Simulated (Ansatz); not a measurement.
Consider the β-hydride elimination: `CO[SiH2][O][GeH3]` → `[SiH3][O][GeH3]` + `C=O`.

Computed with Ansatz on PBE0-D4/def2-TZVP structures; ΔE is electronic, products minus reactants. CBS: MP2 limit from def2 TZ/QZ plus the TZ coupled-cluster correction, frozen cores. This one scheme is used for every species. Functionals use def2-TZVPP. For Ge outer-core shells are correlated without core-valence functions, which leaves a few kJ/mol of doubt a bond. Scalar relativity is left out up to krypton. One conformer a species, not always the lowest.

Is it downhill or uphill in electronic energy at CCSD(T)/CBS, and by how much? (Best estimate.)

The calculation gave: Uphill: ΔE = +2.27 eV.

What do these levels give: PBE-D4, ωB97M-V, MP2/def2-TZVPP, CCSD/def2-TZVPP, HF/def2-QZVPP, CCSD/CBS(def2)? (Estimate.)

Computed: PBE-D4 2.16, ωB97M-V 2.27, MP2/def2-TZVPP 2.30, CCSD/def2-TZVPP 2.21, HF/def2-QZVPP 2.07, CCSD/CBS(def2) 2.28 eV.

Largest T1 diagnostic among the species: 0.015.

From PBE to PBE0 (25 % exact exchange), in def2-TZVPP and without D4, ΔE moves by +0.17 eV. In def2-TZVPP, CCSD(T) changes the Hartree–Fock value by +0.14 eV (the triples alone add −0.01 eV) and MP2 by +0.24 eV. The D4 term adds +0.14 eV with B3LYP and +0.08 eV with PBE0; it sums over pairs of atoms, weighted by their polarisabilities, and B3LYP, whose exchange is more repulsive, gets the larger term.

B3LYP here is the variant with VWN-RPA as its local correlation; programs differ in this.
